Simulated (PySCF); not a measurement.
## Working out the ionisation energy of Sb+

Sb+ [Kr] 4d10 5s2 5p2 (3P) → Sb(2+) [Kr] 4d10 5s2 5p1 (2P). All numbers are calculated (PySCF 2.14, scalar relativity through the core potential, in aug-cc-pVTZ-PP with one added diffuse shell each of d, f type with ECP28MDF (6s5p5d3f, 67 functions)). Frozen: 4s2 4p6 4d10. Energies in hartree (1 hartree = 27.21139 eV):

```json
{"part": "UHF", "Sb+ (lower)": "-238.962345", "Sb(2+) (upper)": "-238.374163"}
{"part": "MP2 opposite-spin", "Sb+ (lower)": "-0.038268", "Sb(2+) (upper)": "-0.031851"}
{"part": "MP2 same-spin", "Sb+ (lower)": "-0.007643", "Sb(2+) (upper)": "-0.002252"}
```

Task: What does Hartree-Fock give?

Result: (-238.374163) − (-238.962345) = 0.588182 hartree = 16.005 eV.

Task: What do MP2 and SCS-MP2 (6/5 opposite-spin, 1/3 same-spin) give?

Result: The opposite-spin parts differ by 0.175 eV and the same-spin parts by 0.147 eV. MP2: 16.005 + (0.175) + (0.147) = 16.327 eV. SCS-MP2: 16.005 + 1.2 × (0.175) + (0.147)/3 = 16.264 eV.

Reference: 16.626 ± 0.025 eV (measured; NIST Atomic Spectra Database, ionization energies), between the lowest levels; spin-orbit coupling is absent from the calculation.

What remains against the reference includes basis incompleteness, the frozen core and correlation beyond second order.
